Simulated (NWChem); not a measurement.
CaO; SMILES [Ca]=[O]

```xyz
2

Ca     0.0000     0.0000    -0.5161
O      0.0000     0.0000     1.3070
```
Atoms are numbered in this order, from 1.

Program: NWChem. Pople sets run with spherical d functions. The geometry was optimised at PBE-D3(BJ)/def2-SVP. Static field.

```tsv
level	basis functions	isotropic polarisability (bohr³)	anisotropy (bohr³)
B3LYP/6-31G*	36	64.8	40.1
B3LYP/6-31+G*	44	(withheld)	(withheld)
B3LYP/def2-SVP	38	39.2	40.3
B3LYP/def2-SVPD	50	50.3	61.7
B3LYP/def2-TZVP	67	48.0	57.0
B3LYP/Sadlej pVTZ	64	72.9	70.2
B3LYP/def2-TZVPD	76	51.8	61.1
```

Task: Fill in the missing entries.

Result: 
- B3LYP/6-31+G*, isotropic polarisability (bohr³): 72.0
- B3LYP/6-31+G*, anisotropy (bohr³): 59.8
